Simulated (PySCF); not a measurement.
Species: ZnMe(CCH), C3H4Zn (singlet state).
Bonds: Zn1–C2, Zn1–C6, C6–C7. Hydrogens: H3, H4, H5 on C2; H8 on C7.

A GFN2-xTB structure was refined with PySCF 2.14.0, PBE0-D3(BJ)/def2-SVP geometry optimisation, gas phase. Its GFN2-xTB values:

```json
{"coordinate": "Zn1–C2", "GFN2-xTB": "2.006 Å"}
{"coordinate": "Zn1–C6", "GFN2-xTB": "1.953 Å"}
{"coordinate": "C2–H3", "GFN2-xTB": "1.086 Å"}
{"coordinate": "C6–C7", "GFN2-xTB": "1.204 Å"}
{"coordinate": "C7–H8", "GFN2-xTB": "1.055 Å"}
{"coordinate": "Zn1–C2–H3", "GFN2-xTB": "112.0°"}
{"coordinate": "Zn1–C6–C7", "GFN2-xTB": "179.5°"}
{"coordinate": "C2–Zn1–C6", "GFN2-xTB": "179.7°"}
{"coordinate": "H3–C2–H4", "GFN2-xTB": "106.9°"}
{"coordinate": "C6–C7–H8", "GFN2-xTB": "179.4°"}
```

Q: How do these coordinates change at the PBE0-D3(BJ)/def2-SVP level?

A: 
| coordinate | PBE0-D3(BJ)/def2-SVP (Å or °) | change |
| --- | --- | --- |
| Zn1–C2 | 1.931 | -0.075 |
| Zn1–C6 | 1.894 | -0.059 |
| C7–H8 | 1.076 | +0.021 |
| C6–C7 | 1.221 | +0.017 |
| C2–H3 | 1.102 | +0.016 |
| H3–C2–H4 | 107.7 | +0.8 |
| Zn1–C2–H3 | 111.2 | -0.8 |
| C6–C7–H8 | 179.8 | +0.4 |
| C2–Zn1–C6 | 179.9 | +0.2 |
| Zn1–C6–C7 | 179.6 | +0.1 |

The energy falls by 0.107 eV over 4 energy and gradient evaluations, the largest force component goes from 0.0528 to 2.8e-04 Eh/bohr, and the atoms move by 0.059 Å rms after alignment. The bond that changes most is Zn1–C2 (ends: zinc bonded to 2 C; carbon bonded to Zn and 3 H), which shortens by 0.075 Å. Bonds longer at the end by more than 0.005 Å: 5 of 7; shorter: 2. Rotational constants go from 164689, 2111, 2111 to 158430, 2210, 2210 MHz.

The run used 93 basis functions and 27 SCF cycles in all. On one thread, x86-64 server, on a shared host, this took 8.1 s.

No frequency check.
